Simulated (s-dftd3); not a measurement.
HNaO, charge -1, doublet, at a GFN2-xTB geometry (such geometries of metal compounds can be far from the true shape) (a state made from the parent by changing its charge; the spin is typed, not shown lowest); D3(zero) for b97d (s-dftd3 1.4.0).

The s-dftd3 input:
```
$ s-dftd3 mol.xyz --zero b97d --json dftd3.json --noedisp --grad

# file mol.xyz
3

Na    -0.00000000    -0.00000000    -1.21477043
O      0.00000000     0.00000000     1.37739347
H      0.00000000     0.00000000     2.34332695
```

It wrote (shortened):

```
-----------------------------------
 s i m p l e   D F T - D 3  v1.4.0
-----------------------------------

Zero (Chai-Head-Gordon) damping: b97d-D3(0)
--------------------
  s6         1.0000
  s8         0.9090
  s9         0.0000
 rs6         0.8920
 rs8         1.0000
 alp        14.0000
--------------------

Dispersion energy:      -1.7903237684532E-03 Eh

Gradient norm:           4.0995313423404E-03 Eh/a0
--------------------------------------------------
     #    Z           dE/dx      dE/dy      dE/dz
--------------------------------------------------
     1   11 Na    0.000E+00  0.000E+00  2.780E-03
     2    8 O     0.000E+00  0.000E+00 -3.005E-03
     3    1 H     0.000E+00  0.000E+00  2.247E-04
--------------------------------------------------

Virial:
--------------------------------------------------
      component           x          y          z
--------------------------------------------------
          x       0.000E+00  0.000E+00  0.000E+00
          y       0.000E+00  0.000E+00  0.000E+00
          z       0.000E+00  0.000E+00 -1.321E-02
--------------------------------------------------

[Info] JSON dump of results written to 'dftd3.json'
```
